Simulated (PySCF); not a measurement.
**Electron correlation in Ge⁻ (germanium, charge -1)**

[Ar] 3d10 4s2 4p3, high-spin 4S determinant. Calculation: PySCF 2.14, in aug-cc-pVTZ-PP with one added diffuse shell each of s, d, f type with ECP10MDF (7s5p5d3f, 68 functions); scalar relativity through the core potential. Frozen: 3s2 3p6 3d10; 5 electrons correlated.

```csv
level,correlation energy (mhartree)
CCSD,-81.44
(T),-3.69
CCSD(T),-85.13
```

Diagnostics: T1 = 0.0072, D1 = 0.0169, largest double amplitude 0.040.

Cost of the coupled-cluster step: of the order of 2.2 core-seconds, for 5 correlated electrons.
